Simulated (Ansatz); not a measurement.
## CuOH (SMILES [Cu]O): the energy, rung by rung

The species is CuOH (3 atoms), meant as a singlet with charge 0. SMILES: `[Cu]O`. The shape was relaxed beforehand at r2SCAN/def2-SVP.

| atom | x (Å) | y (Å) | z (Å) |
| --- | --- | --- | --- |
| Cu | -1.1286 | 0.2720 | -0.5853 |
| O | 0.4115 | 0.3231 | 0.2610 |
| H | 0.7171 | -0.5951 | 0.3242 |

Quantity: the adiabatic electron affinity (to the doublet anion, shapes relaxed at r2SCAN/def2-SVP, no zero-point term), in eV. The values are calculated.

The electron affinity is E(neutral) − E(anion): positive where the electron is bound.

| level | kind | program | value (eV) | CPU time (all runs) |
| --- | --- | --- | --- | --- |
| HF/def2-TZVPP | Hartree–Fock | Ansatz | 0.58 | 16 s |
| SVWN5/def2-TZVPP | LDA | Ansatz | 0.90 | 4.3 s |
| PBE/def2-TZVPP | GGA | Ansatz | 0.81 | 8.8 s |
| CAM-B3LYP/def2-TZVPP | range-separated hybrid | Ansatz | 0.78 | 5.8 s |
| wB97M-V/def2-TZVPP | range-separated hybrid | Ansatz | 0.60 | 15 s |
| B2PLYP/def2-TZVPP | double hybrid | Ansatz | 0.68 | 13 s |
| MP2/def2-TZVPP | perturbation theory | Ansatz | -2.31 | 22 s |
| CCSD(T)/def2-TZVPP | coupled cluster or CI | Ansatz | 0.13 | 52 s |

The values span -2.31 to 0.90 eV. The coupled-cluster rows rest on a doubtful reference here (large T1 or Brueckner and Hartree–Fock orbitals at odds), and rows may lie in different states. Times are those of the runs behind each value, whatever else they computed, on shared processors of several kinds: orders of magnitude only.
